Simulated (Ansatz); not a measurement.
`[Br][Ag]` + `[SiH3]N[SiH3]` → `[SiH3][N]([SiH3])[Ag]` + HBr at 700 K and 1 bar (ligand exchange at the Ag–Br bond).

Isolated molecules relaxed with PBE0-D4/def2-TZVP in Ansatz; ΔE leaves out vibrations. CBS: MP2 limit from def2 TZ/QZ plus the TZ coupled-cluster correction, frozen cores. This one scheme is used for every species. def2 core potentials past Kr. For Ag, Br outer-core shells are correlated without core-valence functions, which leaves a few kJ/mol of doubt a bond. Scalar relativity is left out up to krypton.

```csv
species,CCSD(T)/CBS energy (Eh),H − E (kJ/mol),S (J/(mol·K))
`[Br][Ag]`,-2720.28144,26.3,288.8
`[SiH3]N[SiH3]`,-637.10515,245.6,444.2
`[SiH3][N]([SiH3])[Ag]`,-783.41096,226.1,505.4
HBr,-2573.91920,36.5,223.7
```

H − E and S are ideal-gas, rigid-rotor, harmonic terms from PBE0-D4/def2-TZVP. 1 Eh = 2625.50 kJ/mol, R = 8.31446 J/(mol·K).

Task: By hand: ΔE, ΔH, ΔS and ΔG.

Result: ΔE = (-783.41096) + (-2573.91920) − (-2720.28144) − (-637.10515) = 0.05643 Eh = 148.2 kJ/mol. Δ(H − E) = 226.1 + 36.5 − 26.3 − 245.6 = -9.3, so ΔH = 138.9 kJ/mol. ΔS = 505.4 + 223.7 − 288.8 − 444.2 = -3.9 J/(mol·K). ΔG = 138.9 − 700 × (-3.9)/1000 = 141.6 kJ/mol.

Task: By hand: the equilibrium constant, and the temperature at which ΔG would vanish if ΔH and ΔS stayed fixed.

Result: log₁₀ K = −ΔG/(RT ln 10) = -10.6. ΔH and −TΔS have one sign here, so there is no such temperature. One of them is within its doubt of zero, so this could turn.

The number of gas molecules stays the same, so ΔS is small and ΔH decides. A doubt of 5 kJ/mol in ΔE shifts log₁₀ K by 0.4 here. Modes under 60 cm⁻¹, often nearly free rotors, make the harmonic entropy too high. These are equilibria of isolated gas molecules and say nothing of rates. Largest T1 diagnostic: 0.019 (customary marks: 0.02 for closed shells, 0.045 for open ones).
